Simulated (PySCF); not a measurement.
**Sr (strontium, neutral) across methods**

[Kr] 5p2, high-spin 3P determinant (an excited configuration). Computed with PySCF 2.14 in aug-cc-pVDZ-X2C, with scalar relativity by spin-free X2C-1e.

```
 method  E (hartree)  mean ε 4p β (eV)  mean ε 4p α (eV)  mean ε 5p α (eV)  Σ⟨r²⟩ (bohr²)   ⟨S²⟩
 M06-2X     -3179.29           -28.748           -28.739            -3.195          91.10  2.000
    PBE     -3178.72           -25.264           -25.357            -2.556          92.18  2.000
wB97M-V     -3178.85           -29.713           -29.810            -3.632          96.97  2.000
    UHF  -3177.20176           -32.176           -32.332            -3.739          100.7  2.000
    LDA     -3174.93           -25.392           -25.484            -2.536          91.65  2.000
  wB97X     -3179.16           -29.969           -29.996            -3.880          96.35  2.000
LC-wPBE     -3178.74           -30.434           -30.511            -4.081          95.68  2.000
   PBE0     -3178.80           -27.286           -27.395            -2.945          93.50  2.000
```

**Question.** Estimate the same row for r2SCAN.

**Answer.** E (hartree) = -3179.09; mean ε 4p β (eV) = -26.029; mean ε 4p α (eV) = -26.080; mean ε 5p α (eV) = -2.575; Σ⟨r²⟩ (bohr²) = 93.60; ⟨S²⟩ = 2.000.
